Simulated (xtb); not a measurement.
C₂H₂Cl (SMILES [CH]=CCl), doublet, at a GFN2-xTB geometry. Base run: xtb with GFN0-xTB.

Geometry (Å):
```xyz
5

C     -1.6980     0.2381     0.2138
C     -0.4984     0.6524     0.2693
Cl     0.9215    -0.3760    -0.2036
H     -2.3437    -0.5684    -0.0230
H     -0.1442     1.6176     0.5846
```
Charge 0, spin multiplicity 2.
All else is at xtb's defaults.
Base energy -9.51192 Eh.

The base run was repeated with changes; each row names its change, and settings that it needs were set with it.

```tsv
change	ΔE vs base (kcal/mol)
base	0.000
etemp = 10000	-26.80
etemp = 3000	-0.93
acc = 30	0.000
acc = 0.0001	0.000
```
